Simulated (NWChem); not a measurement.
System: GaH3O2; SMILES [GaH]([OH])[OH]

```xyz
6

Ga    -0.3317    -0.0105     0.0000
H     -1.8814    -0.0393     0.0000
O      0.6056    -1.5187     0.0000
H      1.5583    -1.3757     0.0000
O      0.6932     1.4504     0.0000
H      0.2151     2.2853     0.0000
```
Atoms are numbered in this order, from 1.

Program: NWChem. Structure relaxed at the PBE0/def2-SVP level. B3LYP is NWChem's, with the RPA form of VWN correlation. Ions are spin-unrestricted doublets at the neutral geometry; other ion states weren't tried.

For level B3LYP/def2-SVP:

| Property | Result |
|---|---|
| −ε(HOMO) (eV) | 8.07 |

Q: Estimate the same quantities for level PBE/def2-SVP.

A: 
- −ε(HOMO) (eV): 6.68
